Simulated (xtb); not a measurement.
Bi(Br)(Me)2 (C₂H₆BiBr), SMILES [CH3][Bi]([CH3])[Br]. All values are semi-empirical tight-binding results from xtb (GFN2-xTB unless named), good for trends rather than for accurate numbers. The structure is a stationary point at GFN2-xTB.

For metal compounds this method's bond lengths and energies can be far off.

| Quantity | Value |
|---|---|
| orbital gap | 5.41 eV |
| zero-point energy | 45.6 kcal/mol |
| G − E(el) at 298.15 K (modified RRHO) | 23.3 kcal/mol |
